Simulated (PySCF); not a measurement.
C2H4N, SMILES CC#[NH+], charge +1. Geometry optimised at B3LYP-D3(BJ)/def2-TZVP. The isomer is the one that the SMILES or the coordinates give; other isomers of the formula were not compared.

All values below come from B3LYP-D3(BJ)/def2-TZVP in PySCF.

Harmonic wavenumbers (cm⁻¹): 398, 398, 579, 579, 921, 1041, 1041, 1391, 1425, 1425, 2383, 3029, 3109, 3109, 3667. Rotational constants (GHz): 156.4, 8.670, 8.670; symmetry number 3.

Q: Work out the zero-point energy and the ideal-gas rigid-rotor harmonic-oscillator thermochemistry at 298.15 K and 1 atm.

A: ZPE = ½ Σ hcν = ½ × 24496 cm⁻¹ = 35.02 kcal/mol. H − E(el) = 38.08 kcal/mol. Entropy in cal/(mol K): translation 37.14, rotation 18.66, vibration 3.26, total 59.05. G − E(el) = 20.47 kcal/mol. Cp = 14.50 cal/(mol K).
